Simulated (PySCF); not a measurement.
Molecule: `C1(C=C)C[SiH2]C1`, C5H10Si.

Geometry:
| atom | x (Å) | y (Å) | z (Å) |
| --- | --- | --- | --- |
| C1 | 2.412 | 0.290 | -0.255 |
| C2 | 1.129 | -0.051 | -0.374 |
| C3 | 0.009 | 0.490 | 0.459 |
| C4 | -1.130 | 1.096 | -0.429 |
| Si5 | -2.067 | -0.539 | -0.220 |
| C6 | -0.785 | -0.656 | 1.172 |
| H7 | 2.740 | 1.020 | 0.492 |
| H8 | 3.182 | -0.145 | -0.897 |
| H9 | 0.846 | -0.788 | -1.138 |
| H10 | 0.426 | 1.222 | 1.171 |
| H11 | -0.817 | 1.466 | -1.415 |
| H12 | -1.641 | 1.916 | 0.100 |
| H13 | -1.865 | -1.515 | -1.336 |
| H14 | -3.524 | -0.516 | 0.121 |
| H15 | -1.207 | -0.302 | 2.126 |
| H16 | -0.219 | -1.577 | 1.367 |

Geometry PBE0-D3(BJ)/def2-SVP throughout; GIAO in PySCF 2.14.0 with density-fitted response routines, gas phase, one conformer, non-relativistic; equivalent atoms averaged; functional PBE0.

For orientation, 6-31G gives these absolute shieldings σ: C2 58.3, C1 88.0, C3 154.5, Si5 449.9, H9 25.75, H8 27.27, H7 27.23, H13 27.80, H11/H16 31.64 ppm.

A run gave: C2 33.2, C1 70.5, C3 140.1, Si5 359.0, H9 24.88, H8 26.41, H7 26.35, H13 26.08, H11/H16 30.58 ppm (absolute shieldings σ).

Which basis set was used in that run?
A. pcSseg-1
B. def2-TZVP
C. STO-3G
D. def2-SVP
E. 6-311+G(2d,p)

Results:

B. Si5 tells them apart best: def2-TZVP gives 359.0, 6-311+G(2d,p) gives 370.7, def2-SVP gives 438.1, pcSseg-1 gives 376.9, STO-3G gives 538.1 ppm.
